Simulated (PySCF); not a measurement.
## Heteronuclear NMR

Geometry:
```csv
atom,x (Å),y (Å),z (Å)
C1,2.622,1.046,-0.370
N2,1.416,0.316,-0.067
C3,1.199,-0.947,-0.489
O4,2.000,-1.590,-1.130
C5,-0.176,-1.481,-0.076
C6,-1.240,-0.708,-0.781
C7,-2.056,0.175,-0.214
Si8,-2.158,0.621,1.612
H9,3.116,1.371,0.547
H10,3.281,0.375,-0.919
H11,2.402,1.920,-0.987
H12,0.686,0.796,0.435
H13,-0.216,-2.533,-0.364
H14,-0.282,-1.395,1.006
H15,-1.291,-0.895,-1.848
H16,-2.764,0.676,-0.863
H17,-3.279,1.542,1.794
H18,-0.923,1.295,2.049
H19,-2.348,-0.574,2.436
```

PySCF 2.14.0 with density-fitted response routines calculation with shielding tensors at PBE0/pcSseg-1 (GIAO) and GFN2-xTB structure; non-relativistic, equivalent nuclei averaged, single conformer, no solvent model.

Task: Where does 29Si resonate?

Result: 
```tsv
atoms	environment	σ (ppm)	δ (ppm)
Si8	silicon bonded to C, 3 H	438.9	-80.8
```

Shieldings were converted by a linear fit to measured shifts: 29Si: δ = 279.94 − 0.822σ (rms 8.9 ppm, 72 shifts, 25.8 ppm with the 6 outliers that the fit left out vs TMS, solution or neat liquid). Occasional misses reach two or three times the rms, and more in compound classes unlike the fitted ones.

On a 400 MHz spectrometer 29Si resonates near 79.5 MHz, so 1 ppm is 79.5 Hz.

Task: Predict the 15N NMR data.

Result: 
```json
{"atoms": "N2", "environment": "amide-type nitrogen", "σ (ppm)": "147.1", "δ (ppm)": "-283.6"}
```

Shieldings were converted by a linear fit to measured shifts: 15N: δ = -148.07 − 0.921σ (rms 6.3 ppm, 71 shifts vs CH3NO2, solution or neat liquid). Occasional misses reach two or three times the rms, and more in compound classes unlike the fitted ones.

On a 400 MHz spectrometer 15N resonates near 40.5 MHz, so 1 ppm is 40.5 Hz.

Task: What are the 17O shifts?

Result: 
```tsv
atoms	environment	σ (ppm)	δ (ppm)
O4	amide-type carbonyl oxygen	-78.6	338.3
```

Shieldings were converted by a linear fit to measured shifts: 17O (scatter 10.7 ppm rms, 12.2 ppm with the 3 outliers that the fit left out vs liquid water, solution or neat liquid). A few per cent of atoms miss by over 2 rms, more outside the fitted compound classes.

On a 600 MHz spectrometer 17O resonates near 81.3 MHz, so 1 ppm is 81.3 Hz.

Hydrogen bonding in solution shields acid and N–H amide carbonyl oxygens by tens of ppm.
